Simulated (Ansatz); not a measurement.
Cost and result for the atomization energy of CH3InO4, SMILES `O=[C](O)[In]([OH])[OH]` (9 atoms, 8 bonds).

```xyz
9

O     1.2666    1.1203   -1.7372
C     0.4766    0.3006   -1.3727
O    -0.0747   -0.6120   -2.1884
In   -0.2370    0.0844    0.6754
O     0.6881   -0.8368    2.1659
O    -1.9028    0.9050    1.3386
H     0.2790   -0.4604   -3.0830
H     1.5240   -1.2409    1.9230
H    -2.0199    0.7399    2.2784
```

Charge 0, multiplicity 1. Correlated methods include outer-core shells of In, which these sets cover unevenly. In: def2 effective core potential. The geometry is a stationary point of PBE0-D4/def2-TZVP. It is one conformer, not always the lowest. Program: Ansatz. All runs use 4 threads of an Arm Neoverse V1 on a shared host. Times are those of one run each, without the atoms' runs, and a repeat can differ threefold. Electronic energies, without spin–orbit coupling; frozen cores. CCSD(T)/CBS adds CCSD(T) − MP2 in def2-TZVPP to the MP2 limit, and its time is that of the two runs behind it. T1 = 0.018. With those shells the extrapolation isn't a true limit. B3LYP takes the VWN-RPA correlation (the form of Gaussian; ORCA's B3LYP/G).

CCSD(T)/CBS is a level of theory with its own doubt, some kJ/mol a heavy atom from the limit and from the frozen cores, so smaller differences don't rank the functionals.

| level | functions | wall time |
| --- | --- | --- |
| LDA (SPW92)/def2-TZVPP | 247 | 1.4 s |
| revPBE-D4/def2-TZVPP | 247 | 2.1 s |
| PBE-D4/def2-TZVPP (with forces) | 247 | 2.7 s |
| PBE0-D4/def2-TZVPP | 247 | 3.2 s |
| BHLYP-D4/def2-TZVPP | 247 | 3.3 s |
| CAM-B3LYP-D4/def2-TZVPP | 247 | 3.7 s |
| B3LYP-D4/def2-TZVPP (with forces) | 247 | 4.7 s |
| B2PLYP/def2-TZVPP | 247 | 6.5 s |
| ωB97M-V/def2-TZVPP (with forces) | 247 | 12 s |
| CCSD(T)/def2-SVP | 111 | 13 s |
| MP2/def2-QZVPP | 457 | 21 s |
| CCSD(T)/def2-TZVPP | 247 | 5.6 min |
| CCSD(T)/CBS(def2) | – | 6 min |

(1) What atomization energy does each give, and how far from CCSD(T)/CBS? (Estimate.)

Results:

(1) The calculation gave: 
```tsv
level	atomization (kcal/mol)	difference from CCSD(T)/CBS	per bond
LDA (SPW92)/def2-TZVPP	977.7	161.7	20.2
revPBE-D4/def2-TZVPP	810.7	-5.3	-0.7
PBE-D4/def2-TZVPP (with forces)	844.4	28.4	3.6
PBE0-D4/def2-TZVPP	803.5	-12.5	-1.6
BHLYP-D4/def2-TZVPP	748.7	-67.3	-8.4
CAM-B3LYP-D4/def2-TZVPP	809.5	-6.5	-0.8
B3LYP-D4/def2-TZVPP (with forces)	801.0	-15.0	-1.9
B2PLYP/def2-TZVPP	798.6	-17.4	-2.2
ωB97M-V/def2-TZVPP (with forces)	811.8	-4.2	-0.5
CCSD(T)/def2-SVP	746.8	-69.2	-8.7
MP2/def2-QZVPP	838.9	22.9	2.9
CCSD(T)/def2-TZVPP	785.2	-30.8	-3.8
CCSD(T)/CBS(def2)	816.0	0.0	0.0
```

At CCSD(T), def2-SVP lies −69.2 kcal/mol from the extrapolated value and def2-TZVPP −30.8 kcal/mol: correlation converges slowly with the basis, and small sets miss more of it in the bonded molecule than in its fragments. Leaving LDA and LC-ωPBE aside and taking each functional with its dispersion term where it has one, the values spread over 95.6 kcal/mol, from BHLYP-D4 to PBE-D4. LDA lies +137.2 kcal/mol from PBE without D4, its usual overbinding. The D4 term adds +6.3 kcal/mol with B3LYP and +3.3 kcal/mol with PBE0; it sums over pairs of atoms, weighted by their polarisabilities, and B3LYP, whose exchange is more repulsive, gets the larger term.

Spin–orbit coupling would lower the free In atoms strongly, and the atomization energy with them, by more than many differences here.
